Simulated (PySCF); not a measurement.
Computed shifts of a molecule C4H2BrCl, PySCF with PBE/pcSseg-1, GIAO, gas phase, atoms alike by connectivity averaged where their shifts nearly agree, in ppm (number of nuclei): ¹³C: 140.0 (1), 122.6 (1), 97.4 (1), 84.4 (1). ¹H: 6.76 (1), 3.93 (1). References: ¹³C against TMS (σ = 182.0 ppm); ³⁵Cl against HCl (σ = 936.5 ppm); ¹H against TMS (σ = 31.49 ppm), references at their B3LYP-D3(BJ)/def2-TZVP geometries, non-relativistic (without spin–orbit terms, shifts of atoms bonded to Cl or Br come out too high). Coordinates come from a ωB97X-D3(BJ)/def2-SVP optimisation. Other conformers were not sampled.

**Question.** Which structure fits?
(A) C#C/C(Cl)=C\Br
(B) C#C/C=C(/Cl)Br
(C) C#C/C(Br)=C\Cl

**Answer.** C, C#C/C(Br)=C\Cl
